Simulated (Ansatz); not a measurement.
`C[O][Y]([Cl])[O]C`, 12 atoms. The species carries charge 0 and has multiplicity 1. Correlated methods include outer-core shells of Y, which these sets cover unevenly. Y takes the def2 core potential. All runs use 2 threads of an AMD EPYC 7R13 on a shared host and a share of an NVIDIA H100 80 GB. Correlated methods freeze the cores. Open-shell runs search over several starts.

Question: How many basis functions does each run have, and how long does it take in Ansatz? UKS ωB97M-V/def2-TZVPP energy of the cation; RKS SPW92 (LDA)/def2-TZVPP energy; UHF-CCSD(T)/def2-TZVPP energy of the cation; UKS B3LYP-D4/def2-TZVPP energy of the cation; UKS r2SCAN-D4/def2-TZVPP energy of the cation; UKS B2PLYP (frozen core)/def2-TZVPP energy of the cation; RHF-MP2/def2-QZVPP energy; RKS PBE0-D4/def2-TZVP frequencies; UKS ωB97X-V/def2-TZVPP energy of the cation; RKS BLYP-D4/def2-TZVPP energy; UKS PBE0-D4/def2-TZVPP energy of the cation; direct RPA on PBE orbitals/def2-TZVPP energy. (An estimate is asked.)

Answer: Computed: Other jobs shared the machine, so times are rough.

```json
{"level": "RHF-MP2/def2-QZVPP", "job": "energy", "functions": "559", "wall time": "7.5 s", "peak host memory (GiB)": "1.1"}
{"level": "RKS SPW92 (LDA)/def2-TZVPP", "job": "energy", "functions": "306", "wall time": "7.5 s", "peak host memory (GiB)": "0.84"}
{"level": "direct RPA on PBE orbitals/def2-TZVPP", "job": "energy", "functions": "306", "wall time": "8 s", "peak host memory (GiB)": "1.3"}
{"level": "RKS BLYP-D4/def2-TZVPP", "job": "energy", "functions": "306", "wall time": "8.5 s", "peak host memory (GiB)": "0.85"}
{"level": "UKS PBE0-D4/def2-TZVPP", "job": "energy of the cation", "functions": "306", "wall time": "28 s", "peak host memory (GiB)": "0.97"}
{"level": "UKS r2SCAN-D4/def2-TZVPP", "job": "energy of the cation", "functions": "306", "wall time": "30 s", "peak host memory (GiB)": "1.1"}
{"level": "UKS B3LYP-D4/def2-TZVPP", "job": "energy of the cation", "functions": "306", "wall time": "31 s", "peak host memory (GiB)": "0.96"}
{"level": "UKS ωB97X-V/def2-TZVPP", "job": "energy of the cation", "functions": "306", "wall time": "43 s", "peak host memory (GiB)": "1.2"}
{"level": "UKS ωB97M-V/def2-TZVPP", "job": "energy of the cation", "functions": "306", "wall time": "46 s", "peak host memory (GiB)": "1.3"}
{"level": "UKS B2PLYP (frozen core)/def2-TZVPP", "job": "energy of the cation", "functions": "306", "wall time": "48 s", "peak host memory (GiB)": "1.4"}
{"level": "UHF-CCSD(T)/def2-TZVPP", "job": "energy of the cation", "functions": "306", "wall time": "79 s", "peak host memory (GiB)": "1.3"}
{"level": "RKS PBE0-D4/def2-TZVP", "job": "frequencies", "functions": "237", "wall time": "92 s", "peak host memory (GiB)": "0.9"}
```

B3LYP here is the variant with VWN-RPA as its local correlation; programs differ in this.
